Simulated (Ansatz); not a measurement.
Born–Oppenheimer molecular dynamics of AlCl3FH (6 atoms, charge 0, multiplicity 1). It starts at the highest image of a converged band, a first-order saddle point between two minima.

Method: RKS r2SCANh/6-31G* (Ansatz).

- ensemble: NVE (velocity Verlet)
- time step: 0.5 fs
- steps asked: 200
- starting velocities drawn for: 100 K
- seed: 6811

First frame:

```xyz
6
Properties=species:S:1:pos:R:3
Al 0.018 -0.352 -0.047
Cl 0.019 0.059 2.233
Cl 1.822 0.203 -0.920
Cl -1.813 0.134 -0.906
F 0.053 -1.988 0.640
H 0.047 -1.353 1.741
```

Problem. How far do the bonds stretch over the last three quarters of this one trajectory? (Pairs bonded in most of those frames.)

Solution. 
| bond | mean (Å) | spread (Å) | shortest | longest |
| --- | --- | --- | --- | --- |
| Al1–Cl2 | 2.141 | 0.063 | 2.05 | 2.27 |
| Al1–Cl3 | 2.083 | 0.024 | 2.05 | 2.12 |
| Al1–Cl4 | 2.089 | 0.018 | 2.06 | 2.11 |
| Al1–F5 | 2.056 | 0.087 | 1.85 | 2.15 |
| F5–H6 | 0.969 | 0.040 | 0.91 | 1.07 |

Mean temperature of the second half: 367 K. The conserved energy stayed within 0.12 meV per atom of its start (net change -0.011 meV per atom), so the integration is sound. The kinetic energy rose, since the run started high on the potential surface and went downhill. A run of 0.1 ps of so small a system gives no equilibrium averages. The orbitals stay closed-shell, which can raise the energy where a bond breaks towards radicals; this wasn't checked here.

Run time: 7.4 min on 2 threads of Intel(R) Xeon(R) 6975P-C (Granite Rapids) (shared host), peak memory 0.25 GiB.
